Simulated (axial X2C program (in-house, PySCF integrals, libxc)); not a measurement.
**Worked dissociation energy of ScCl: TPSSh, 2c**

Computed with an in-house relativistic program for diatomic molecules. Two-component (2c) means X2C with spin–orbit coupling and atomic mean-field two-electron Coulomb and Gaunt terms. Basis: Sc dyall-cv3z [10s11p7d5f2g], Cl dyall-av3z [9s8p3d2f] (cores contracted in-house); Gaussian nuclei, density fitting, unrestricted open shells. Masses: Sc 44.956 u, Cl 34.969 u.

Molecular state: Ω = 1 (⟨Sz⟩ = -1.00, ⟨Lz⟩ = 2.00 at TPSSh).

- E(Sc) (2M_J = 1): -764.046872 hartree
- E(Cl) (2M_J = 1): -461.523457 hartree
- E(ScCl) at Re: -1225.739046 hartree
- ωe: 402.2 cm⁻¹
- ωexe: 1.47 cm⁻¹

Q: Work out De and D0.

A: De = -764.046872 + (-461.523457) − (-1225.739046) = 0.16872 hartree = 4.591 eV. The zero-point energy is ωe/2 − ωexe/4 = 201 cm⁻¹ = 0.025 eV, so D0 = 4.566 eV.

The state is a single determinant with fixed occupations, the lowest that a limited PBE0 search found. De is counted from the lowest determinant-based energies of the atoms at the same level, without counterpoise correction. Density functionals use the spin component along the axis (collinear). The 2c atoms are single determinants rather than J levels; their spin–orbit lowering is only partly caught, and De is too large by that part. This holds for TPSSh. PBE0 can misorder states that lie within some tenths of an eV, so this need not be the ground state of the molecule. The nearest other 2c determinant of the search, Ω = 3, lies 0.02 eV up at the distance of the search. Without a current term, density functionals place determinants with orbital angular momentum somewhat too high. With several unpaired electrons one determinant need not be a pure state.

Each atomic determinant is the lowest at this level and need not be a pure J level. Totals compare only within one Hamiltonian and basis.
